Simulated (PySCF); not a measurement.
Isomers of C5H12FPSi, from PBE0-D3(BJ)/def2-SVP geometry optimisation, gas phase in PySCF. One conformer each, no zero-point energy, no frequencies.

**Question.** Which is lower in electronic energy at this level?
A. `[CH3:1][P:2]1[CH2:3][CH2:4][SiH:5]([F:6])[CH2:7][CH2:8]1` with C1–P2–C3–C4 -170°, P2–C3–C4–Si5 64°, C3–C4–Si5–F6 -169°, C4–Si5–C7–C8 49°: A = 2980, B = 867.6, C = 736.7 MHz, dipole 2.33 D
B. `[CH3:1][Si:2]([CH3:3])([CH3:4])[CH2:5]/[P:6]=[CH:7]/[F:8]` with Si2–C5–P6–C7 92°: A = 2385, B = 702.8, C = 665.9 MHz, dipole 2.55 D

**Answer.** A. That is `CP1CC[SiH](F)CC1`, 53.7 kcal/mol below the other.

| SMILES | mapped SMILES | E (Eh) | relative (kcal/mol) | relative (kJ/mol) | dipole (D) |
| --- | --- | --- | --- | --- | --- |
| CP1CC[SiH](F)CC1 | [CH3:1][P:2]1[CH2:3][CH2:4][SiH:5]([F:6])[CH2:7][CH2:8]1 | -927.54194 | 0.0 | 0.0 | 2.33 |
| C[Si](C)(C)C/P=C/F | [CH3:1][Si:2]([CH3:3])([CH3:4])[CH2:5]/[P:6]=[CH:7]/[F:8] | -927.45642 | 53.7 | 224.5 | 2.55 |

As drawn, the lower has an Si–F bond, which the higher lacks.
